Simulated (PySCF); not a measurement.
C$_{7}$H$_{15}$P: full NMR table

```yaml
Formula: C7H15P
SMILES: C=[P@@]1(C(C)C)C[C@H]1C
Point_group_of_the_computed_structure: C1
Carbon_signals: 7
Proton_signals: 8
```

Atoms are numbered as in `[CH2:1]=[P@@:2]1([CH:3]([CH3:4])[CH3:5])[CH2:6][C@H:7]1[CH3:8]`. Hydrogens are named by the atom that carries them. Ha(C6) is cis to C8 on the ring; Hb(C6) is trans to C8 on the ring.

[PySCF 2.14: PBE0/pcSseg-1 with gauge-including orbitals; coordinates at the PBE0-D3(BJ)/def2-SVP level; relativity neglected; equivalent nuclei averaged; no solvent model; one conformer]

Chemical shifts δ = σref − σ; TMS for 1H and 13C; 31P against H3PO4, all at this level.

| carbon | δC, type | δH (multiplicity) | HMBC from (2–3 bonds) | span of the C tensor (ppm) |
| --- | --- | --- | --- | --- |
| C1 | -36.9, CH2 | -0.40 (m) | Hb(C6), H(C7), Ha(C6), H(C3) | 47 |
| C3 | 36.1, CH | 0.34 (m) | Hb(C6), H(C4), H(C7), H(C5), Ha(C6), H(C1) | 43 |
| C4 | 18.3, CH3 | 1.12 (m) | H(C5), H(C3) | 38 |
| C5 | 18.1, CH3 | 1.06 (m) | H(C4), H(C3) | 39 |
| C6 | 20.4, CH2 | Ha(C6) 0.88 (m); Hb(C6) 1.27 (m) | H(C8), H(C7), H(C3), H(C1) | 47 |
| C7 | 23.8, CH | 1.10 (m) | H(C8), Hb(C6), Ha(C6), H(C3), H(C1) | 63 |
| C8 | 14.8, CH3 | 1.41 (m) | Hb(C6), H(C7), Ha(C6) | 32 |

Other nuclei:
```json
{"atoms": "P2", "nucleus": "31P", "environment": "phosphorus bonded to 4 C, in a 3-membered ring", "δ (ppm)": "-124.9", "σ (ppm)": "435.0"}
```

1. δC 23.8, 20.4: three-membered-ring carbon; carbons of three-membered rings are unusually shielded.
2. δC 18.3, 18.1, 14.8: methyl carbon; a saturated carbon with 1 carbon neighbour and no heteroatom attached.
3. δH 1.41, 1.12, 1.06: hydrogen on a methyl carbon.
4. δH 1.27, 1.10, 0.88: hydrogen on a three-membered-ring carbon; cyclopropane-type protons are shielded by the ring.
5. δH -0.40: hydrogen on a carbon double-bonded to a heavier main-group atom.

Splittings by 31P in the carbon and heteronuclear signals aren't shown, as no couplings were computed. Shifts are as computed. Against solution values, carbons near 30 ppm lie about +2 ppm off and those near 130 ppm about +5 ppm. Of 1309 compounds with measured shifts, 239 miss one by over three times the rms of a fit or turn the order of signals round; such compounds aren't used in these exercises. Experimental scales use liquid or dissolved standards, which lie at an offset from isolated H3PO4. No couplings were computed; multiplicities are counted from neighbouring protons, with m where these are inequivalent, close in shift, in a saturated or five-membered ring or joined by F or P, and br s for small geminal =CH2 splittings.
